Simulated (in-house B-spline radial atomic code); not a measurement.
A radial electron density 4πr²n(r) was computed for an atom or ion in its tabulated ground configuration with an all-electron radial atomic-structure program (B-spline basis); method: Dirac-Kohn-Sham PBEsol, spherical fractional occupations. Columns: r (bohr), 4πr²n(r) (electrons per bohr), bar.

```
0.000453    3.861 #
0.000557    5.311 ##
0.000685     7.27 ##
0.000843    9.904 ###
 0.00104    13.45 ####
 0.00127    17.86 #####
 0.00157     23.9 #######
 0.00193    31.38 #########
 0.00237    40.59 ############
 0.00291    51.62 ###############
 0.00358    64.47 ###################
  0.0044    78.46 #######################
 0.00541    92.69 ###########################
 0.00666    105.7 ##############################
 0.00819    115.5 #################################
  0.0101    120.3 ###################################
  0.0124    119.3 ##################################
  0.0152    113.9 #################################
  0.0187    107.9 ###############################
   0.023    107.1 ###############################
  0.0283      116 #################################
  0.0348    133.3 ######################################
  0.0428    149.7 ###########################################
  0.0526    153.1 ############################################
  0.0646    140.3 ########################################
  0.0795    124.3 ####################################
  0.0977    124.4 ####################################
    0.12    139.6 ########################################
   0.148      143 #########################################
   0.182    117.1 ##################################
   0.223    87.45 #########################
   0.275    84.79 ########################
   0.338    96.55 ############################
   0.415    87.92 #########################
   0.511    58.83 #################
   0.628    35.53 ##########
   0.772    26.22 ########
   0.949    20.89 ######
    1.17     13.3 ####
    1.43    6.273 ##
    1.76    1.987 #
    2.17   0.4018 
    2.67  0.04822 
    3.28 0.002966 
    4.03 7.751e-05
```

Question: Which atom or ion is it?
A. Pb7+
B. Bi8+
C. Pb8+
D. Tl8+

Answer: C. The area under the curve, ∫4πr²n dr = ∫r·4πr²n d(ln r) on this logarithmic grid, is 74 electrons, which only this option has. The configuration is [Xe] 4f14 5d6.
